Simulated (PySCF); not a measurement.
Atoms are numbered as in `[OH:1][c:2]1[cH:3][cH:4][c:5]([Cl:6])[cH:7][n:8]1`. Hydrogens are named by the atom that carries them.

GIAO PBE0/pcSseg-1 shifts (PySCF, gas phase, non-relativistic, equivalent atoms averaged), each against references optimised in the same way as the molecule (H2O, TMS, HCl, NH3).

On the GFN2-xTB geometry: O1 153.1, C2 167.5, C7 153.2, C4 146.1, C5 134.0, C3 112.5, Cl6 191, N8 309.9, H(C7) 8.29, H(C4) 7.83, H(C3) 6.85, H(O1) 5.74 ppm.

What changes on the PBE0-D3(BJ)/def2-SVP geometry?

Answers


```tsv
atoms	δ (ppm)	change
O1	152.3	-0.8
C2	165.0	-2.5
C7	152.7	-0.5
C4	145.5	-0.6
C5	133.9	-0.1
C3	112.2	-0.3
Cl6	188	-3
N8	305.7	-4.2
H(C7)	8.07	-0.22
H(C4)	7.59	-0.24
H(C3)	6.70	-0.15
H(O1)	5.31	-0.43
```

Bonds between heavy atoms that differ most (equivalent bonds averaged): C7–N8 1.322 → 1.330 Å, C5–C7 1.384 → 1.391 Å, C3–C4 1.378 → 1.384 Å, C4–C5 1.393 → 1.398 Å, C2–C3 1.398 → 1.404 Å. Mean change of bonds to hydrogen: O–H +0.000 Å, C–H +0.014 Å.
